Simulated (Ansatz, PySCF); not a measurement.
Species: C$_{3}$H$_{11}$NSi, net charge 0, singlet state. SMILES: C[Si](C)(C)N
Geometry from a B3LYP-D3(BJ)/def2-TZVP (Ansatz, an electronic-structure program) optimisation:
```xyz
16

Si     0.0046    -0.0128     0.0230
C      1.6946     0.3213    -0.7340
C     -0.9779    -1.0880    -1.1561
C     -0.8480     1.6271     0.3322
N      0.0674    -0.8479     1.5408
H      1.6070     0.8484    -1.6879
H      2.2356    -0.6104    -0.9179
H      2.3095     0.9349    -0.0708
H     -1.0513    -0.6230    -2.1421
H     -1.9898    -1.2566    -0.7830
H     -0.5035    -2.0638    -1.2908
H     -1.8590     1.4776     0.7158
H     -0.9156     2.2133    -0.5872
H     -0.2982     2.2277     1.0617
H      0.3927    -0.3722     2.3684
H      0.3233    -1.8227     1.5732
```
Charge 0, spin multiplicity 1.

Quantity: atomisation energy (electronic, to ground-state atoms), in kcal/mol. Valence correlation only, unless marked. UHF or UKS for open shells. No spin-orbit coupling. No relativistic terms. The coupled-cluster limit lacks core correlation, which all-electron functionals hold. CBS(X,Y): correlation extrapolated as X^-3; Hartree-Fock from the larger set. [CCSD(T)-MP2]/basis is that difference in the basis named.

| level | program | atomisation energy (kcal/mol) |
|---|---|---|
| HF-D4/def2-TZVPD | PySCF + dftd4 | 1098.5 |
| SVWN5/def2-TZVPD | Ansatz | 1606.9 |
| revPBE-D3(BJ)/def2-TZVPD | Ansatz + dftd3 | (withheld) |
| B3LYP-D3(BJ)/def2-TZVPD | Ansatz + dftd3 | (withheld) |
| r2SCAN0-D4/def2-TZVPD | Ansatz + dftd4 | 1419.7 |
| CAM-B3LYP-D4/def2-TZVPD | Ansatz + dftd4 | 1439.9 |
| CAM-B3LYP/def2-TZVPD | Ansatz | 1433.2 |
| LC-wPBE/def2-TZVPD | Ansatz | (withheld) |
| B2GP-PLYP-D4/def2-TZVPD | Ansatz + dftd4 | 1413.7 |
| B2GP-PLYP/def2-TZVPD | Ansatz | 1410.3 |
| SCS-MP2/aug-cc-pV(D+d)Z | Ansatz | 1346.3 |
| RI-MP2/CBS(cc-pV(T+d)Z,cc-pV(Q+d)Z)+[CCSD(T)-MP2]/cc-pV(T+d)Z | Ansatz | 1435.2 |

Task: Fill in the missing entries.

Result: 
- revPBE-D3(BJ)/def2-TZVPD, atomisation energy (kcal/mol): 1416.1
- B3LYP-D3(BJ)/def2-TZVPD, atomisation energy (kcal/mol): 1436.2
- LC-wPBE/def2-TZVPD, atomisation energy (kcal/mol): 1426.5
